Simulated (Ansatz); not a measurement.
`C[O][W](=[O])([Cl])([Cl])[Cl]` + HCl → `[O]=[W]([Cl])([Cl])([Cl])[Cl]` + CH₃OH at 600 K and 1 bar (ligand exchange at a W–O bond).

Calculated with Ansatz (gas phase, PBE0-D4/def2-TZVP geometries, no zero-point term in ΔE). CCSD(T)/CBS adds triple-zeta CCSD(T) − MP2 to the extrapolated MP2 energy (def2 sets, frozen cores). This one scheme is used for every species. Elements past krypton have def2 core potentials. For W outer-core shells are correlated without core-valence functions, which leaves a few kJ/mol of doubt a bond. One conformer a species, not always the lowest.

| species | CCSD(T)/CBS energy (Eh) | H − E (kJ/mol) | S (J/(mol·K)) |
| --- | --- | --- | --- |
| `C[O][W](=[O])([Cl])([Cl])[Cl]` | -1636.71239 | 207.2 | 545.8 |
| HCl | -460.38127 | 35.4 | 207.2 |
| `[O]=[W]([Cl])([Cl])([Cl])[Cl]` | -1981.46571 | 84.4 | 474.3 |
| CH₃OH | -115.61712 | 163.6 | 277.3 |

H − E and S are ideal-gas, rigid-rotor, harmonic terms from PBE0-D4/def2-TZVP, for one conformer and one mirror image of each species. 1 Eh = 2625.50 kJ/mol, R = 8.31446 J/(mol·K).

Question: By hand: ΔE, ΔH, ΔS and ΔG.

Answer: ΔE = (-1981.46571) + (-115.61712) − (-1636.71239) − (-460.38127) = 0.01083 Eh = 28.4 kJ/mol. Δ(H − E) = 84.4 + 163.6 − 207.2 − 35.4 = 5.4, so ΔH = 33.8 kJ/mol. ΔS = 474.3 + 277.3 − 545.8 − 207.2 = -1.4 J/(mol·K). ΔG = 33.8 − 600 × (-1.4)/1000 = 34.6 kJ/mol.

Question: By hand: the equilibrium constant, and the temperature at which ΔG would vanish if ΔH and ΔS stayed fixed.

Answer: log₁₀ K = −ΔG/(RT ln 10) = -3.0. ΔH and −TΔS have one sign here, so there is no such temperature.

The number of gas molecules stays the same, so ΔS is small and ΔH decides. A doubt of 5 kJ/mol in ΔE shifts log₁₀ K by 0.4 here. Other conformers and mirror images would add mixing entropy, several J/(mol·K) or more a flexible species. Modes under 60 cm⁻¹, often nearly free rotors, make the harmonic entropy too high. These are equilibria of isolated gas molecules and say nothing of rates. Largest T1 diagnostic: 0.021 (customary marks: 0.02 for closed shells, 0.045 for open ones).

ΔS is within the doubt of such terms, so its sign, and with it that verdict, could turn.
